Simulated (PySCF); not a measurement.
# Structure from NMR data

The spectra below were simulated for a compound C7H4FN.

$^{1}$H NMR (300 MHz, computed): δ 7.89 (m, 1H), 7.76 (m, 1H), 7.40 (m, 1H), 7.36 (m, 1H).

$^{13}$C{$^{1}$H} NMR (computed): δ 174.9, 142.7, 140.8, 129.7, 122.3, 120.3, 108.7.

Method: NMR shieldings at B97-2/pcSseg-2/GIAO, PBE0-D3(BJ)/def2-TZVP structure, in PySCF (no solvent, one conformer, non-relativistic Hamiltonian).

Shifts are taken against calculated references (same method and geometry level): TMS for $^{1}$H (31.64 ppm), $^{13}$C (185.38 ppm).

Problem. Which candidate is it?
A. N#Cc1ccccc1F
B. N#Cc1cccc(F)c1
C. N#Cc1ccc(F)cc1

Solution. A. 

- The formula gives 6 degrees of unsaturation (1 ring in the answer).
- 7 carbon signals for 7 carbons: no two carbons are equivalent.
- Carbon types of the structure: 3 × C, 4 × CH, which accounts for all hydrogens.
- δC 174.9: aromatic carbon bearing fluorine; an ipso carbon deshielded by its heteroatom.
- δC 142.7, 140.8, 129.7, 122.3: aromatic CH.
- δC 120.3: nitrile carbon; C≡N carbons fall here, among the sp2 signals but without a proton.
- δC 108.7: substituted aromatic carbon.
- δH 7.89, 7.76, 7.40, 7.36: hydrogen on an aromatic CH; the ring current deshields protons in the ring plane.

The others: N#Cc1ccc(F)cc1 would give 5 carbon signals, not 7; N#Cc1cccc(F)c1 has carbons computed at 172.7, 137.5, 135.1, 126.8, 125.8, 124.4, 122.1.

Splittings by $^{19}$F in the carbon and heteronuclear signals aren't shown, as no couplings were computed. Shifts are as computed. Against solution values, carbons near 30 ppm lie about +3 ppm off and those near 130 ppm about +7 ppm. Of 1211 compounds with measured shifts, 218 miss one by over three times the rms of a fit or turn the order of signals round; such compounds aren't used in these exercises. Multiplicities follow the n + 1 count of equivalent neighbours, as no J values were calculated; m marks all less simple cases, F and P coupling included.
